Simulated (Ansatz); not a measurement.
Be2O3⁺. Total charge 1; doublet. Geometry PBE-D4/def2-TZVP, that of the neutral singlet; atoms count from 1.

Cartesian coordinates in Å:
```
Be -0.954 0.222 0.381
Be 0.993 0.312 0.149
O 0.074 1.030 1.025
O -0.817 -0.817 -0.687
O 0.704 -0.747 -0.868
```

The structure holds 1 bond(s) between oxygen atoms. The structure comes from a short search, and lower isomers may exist.

Estimate the Mulliken populations from the PBE0/def2-TZVP orbitals of Ansatz.


```
atom  charge (e)  spin (α − β)
 Be1        0.46          0.01
 Be2        0.46          0.01
  O3       -0.12         -0.01
  O4        0.10          0.50
  O5        0.10          0.50
```
Mulliken values and Mayer orders depend strongly on the basis.

Where does the spin sit?

Summed by element: Be 0.01, O 0.99, of 1 unpaired in all. Largest on single atoms: O4 0.50, O5 0.50, O3 -0.01.

And the Mayer bond orders between bonded heavy atoms (over 0.3)?

Be1–O3 1.30 (1.46 Å); Be1–O4 0.83 (1.50 Å); Be2–O3 1.30 (1.46 Å); Be2–O5 0.83 (1.50 Å); O4–O5 1.35 (1.53 Å).
